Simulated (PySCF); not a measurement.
H3MoO3, neutral, multiplicity 4. Atoms are numbered in the order given.

```xyz
7

Mo     0.0093     0.0035     0.0000
O      0.0878     0.9434     1.6511
H     -0.7076     1.1839     2.1507
O      0.0878     0.9434    -1.6511
H     -0.7076     1.1839    -2.1507
O     -0.1298    -1.8939     0.0000
H      0.6577    -2.4602     0.0000
```
Charge 0, spin multiplicity 4.

Geometry optimised at B3LYP-D3(BJ)/def2-SVP. The spin state was assumed, not searched. The def2 effective core potentials stand for the cores of Mo; spin–orbit coupling is left out. Other conformers were not sampled.

Method: PySCF with B3LYP/def2-TZVPD.

Mulliken values depend strongly on the basis, most of all with diffuse functions as here. ESP charges are fitted to the potential on shells at 1.4 to 2.0 van der Waals radii. Atomic charges (e):

| atom | Mulliken | ESP fit | Mulliken spin |
|---|---|---|---|
| Mo1 | 1.63 | 0.86 | 3.05 |
| O2 | -0.82 | -0.64 | -0.05 |
| H3 | 0.27 | 0.36 | 0.03 |
| O4 | -0.82 | -0.64 | -0.05 |
| H5 | 0.27 | 0.36 | 0.03 |
| O6 | -0.82 | -0.71 | -0.05 |
| H7 | 0.27 | 0.41 | 0.04 |
